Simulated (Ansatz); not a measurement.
Compare A (`N=CBN`) with its isomer B (`NC1BN1`).

Gas-phase electronic energies from Ansatz, PBE0-D4/def2-TZVP geometries. CCSD(T)/CBS adds triple-zeta CCSD(T) − MP2 to the extrapolated MP2 energy (def2 sets, frozen cores). This one scheme is used for every species. Functionals use def2-TZVPP. Each species was taken in one conformer, which may not be the lowest.

**Question.** Which isomer does CCSD(T)/CBS put lower? Give the gap. (Best estimate.)

**Answer.** Computed: A, by 33.3 kcal/mol.

**Question.** Give E(B) − E(A) in kcal/mol with PBE-D4, PBE0-D4, HF/def2-TZVPP, CCSD(T)/def2-TZVPP, ωB97M-V, CCSD/def2-TZVPP, B2PLYP. (Estimate.)

**Answer.** Ansatz gave: PBE-D4 29.2, PBE0-D4 28.7, HF/def2-TZVPP 39.2, CCSD(T)/def2-TZVPP 34.6, ωB97M-V 31.4, CCSD/def2-TZVPP 34.7, B2PLYP 34.1. None reverses the order clearly.

Largest T1 diagnostic: 0.013.

In def2-TZVPP, CCSD(T) changes the Hartree–Fock value by −4.6 kcal/mol (the triples alone add −0.2 kcal/mol) and MP2 by −7.5 kcal/mol.
